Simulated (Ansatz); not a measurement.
Reactions of `F[Si](F)(F)[SnH3]`.

Program: Ansatz. Geometries: PBE0-D4/def2-TZVP. ΔE: electronic, gas phase. CCSD(T)/CBS is the MP2 limit (def2-TZVPP, def2-QZVPP) plus CCSD(T) − MP2 in def2-TZVPP, frozen cores. This one scheme is used for every species. Functionals use def2-TZVPP. def2 core potentials past Kr. For Se, Sn outer-core shells are correlated without core-valence functions, which leaves a few kJ/mol of doubt a bond. Scalar relativity is left out up to krypton. One conformer a species, not always the lowest.

```tsv
reaction	PBE-D4 (eV)	CCSD(T)/CBS(def2) (eV)
`F[Si](F)(F)[SnH3]` + H₂ → `F[SiH](F)F` + `[SnH4]`	0.06	-0.06
`F[Si](F)(F)[SnH3]` + CH₃OH → `CO[Si](F)(F)F` + `[SnH4]`	-0.82	-1.05
`F[Si](F)(F)[SnH3]` + `N=C=O` → `O=C=N[Si](F)(F)F` + `[SnH4]`	-0.66	-0.86
`F[Si](F)(F)[SnH3]` + H₂Se → `F[Si](F)(F)[SeH]` + `[SnH4]`	-0.35	-0.41
`F[Si](F)(F)[SnH3]` + `OCF` → `FC[O][SnH3]` + `F[SiH](F)F`	0.05	-0.16
`F[Si](F)(F)[SnH3]` + `O[SiH2][SiH3]` → `[SiH3][SiH2][O][SnH3]` + `F[SiH](F)F`	-0.05	-0.31
`F[Si](F)(F)[SnH3]` + `OCO` → `OC[O][SnH3]` + `F[SiH](F)F`	0.22	0.02
`F[Si](F)(F)[SnH3]` + CH₃SH → `C[S][SnH3]` + `F[SiH](F)F`	-0.33	-0.49
```

Largest T1 diagnostic: 0.018, for `N=C=O`.
